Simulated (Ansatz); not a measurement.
Molecule: C₄H₉O, net charge 1, singlet state. It need not be the lowest isomer of its formula. 
Coordinates optimised at B3LYP-D3(BJ)/def2-TZVP (Ansatz, an electronic-structure program):
SMILES: [OH+]=CC(C)C
```xyz
14

C     -0.9600    -1.1101    -0.6252
C      0.2396    -0.1738    -0.5906
C      1.5291    -0.8381     0.0292
C      0.0661     1.0439     0.1678
O     -0.9229     1.1949     0.9483
H     -1.2076    -1.4737     0.3719
H     -1.8386    -0.6192    -1.0428
H     -0.7219    -1.9695    -1.2490
H      0.5433     0.1489    -1.5969
H      1.7523    -1.7027    -0.5933
H      2.3917    -0.1732     0.0196
H      1.3318    -1.1729     1.0461
H      0.8105     1.8407     0.1175
H     -0.9268     2.0315     1.4530
```
Charge +1, spin multiplicity 1.

Parts of the frozen-core correlation energy in 6-31G* (Ansatz, hartree). Frozen orbitals: 5; correlated occupied orbitals by spin: 15 and 15; virtual: 73 and 73. No spin-orbit coupling. No relativistic terms.

| term | value |
|---|---|
| reference (HF) | -231.30213 |
| MP2 opposite-spin | … |
| MP2 same-spin | … |
| CCSD correlation | … |
| (T) | -0.02205 |
| T1 diagnostic | 0.015 |
| largest doubles amplitude | 0.050 |

Q: What belongs in the gaps?

A: 
- MP2 opposite-spin, value: -0.51622
- MP2 same-spin, value: -0.16799
- CCSD correlation, value: -0.73604
